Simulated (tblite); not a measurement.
Species: C4H3BF2O.
Atom-mapped SMILES: `[O:1]=[CH:2][C:3]1=[C:4]([B:5]([F:6])[F:7])[CH2:8]1` (hydrogens: H9 on C2; H10, H11 on C8)

Cartesian coordinates in Å at the GFN2-xTB level; atoms count from 1:
```
atom  x, y, z in Å
O1     1.995    1.579   -1.144
C2     1.891    0.456   -0.722
C3     0.680   -0.103   -0.168
C4    -0.596    0.031    0.164
B5    -1.881    0.857    0.257
F6    -2.995    0.364    0.757
F7    -1.962    2.103   -0.152
C8     0.052   -1.309    0.439
H9     2.743   -0.250   -0.729
H10   -0.205   -2.151   -0.190
H11    0.285   -1.575    1.462
```

Computed values, GFN2-xTB/tblite, gas phase, harmonic and unscaled. Against measured fundamentals such values can be off by several per cent, at times by over 20. One conformer, not necessarily the lowest. The optimisation stopped once no atom felt more than 0.01 eV/Å.

Lowest wavenumbers of the output (negative numbers stand for imaginary wavenumbers):
```
mode    cm-1
  1     -57.0
  2      -8.7
  3      75.6
  4     177.2
  5     191.5
  6     274.5
  7     361.1
  8     429.3
  9     526.4
 10     547.7
```

Question: Is this structure a minimum?

Answer: Not by this Hessian. 1 mode is imaginary beyond 20i (57i cm⁻¹), and 1 more slightly so (8.7i). The curvature is small, so loose convergence or finite differences may be the whole cause.

Question: Which atoms move in the imaginary modes?

Answer: 57i: O1 (aldehyde oxygen) 32 %, H9 (formyl hydrogen) 30 %, C2 (aldehyde carbon) 27 %; 9i: F6 (boron-bound fluorine) 41 %, F7 (boron-bound fluorine) 28 %, C8 (allylic carbon) 12 %. These are shares of the mass-weighted motion.

Question: What is the remedy?

Answer: Step along such a mode in both directions, optimise again with tighter thresholds and repeat the frequencies. The zero-point energy of this point (40.2 kcal/mol) counts the 25 real modes alone, and thermal corrections from it aren't those of a minimum.

On an Arm Neoverse N1 with one thread, no GPU, on a shared host, this took 0.42 s of wall time. The figure is for the frequency step alone.
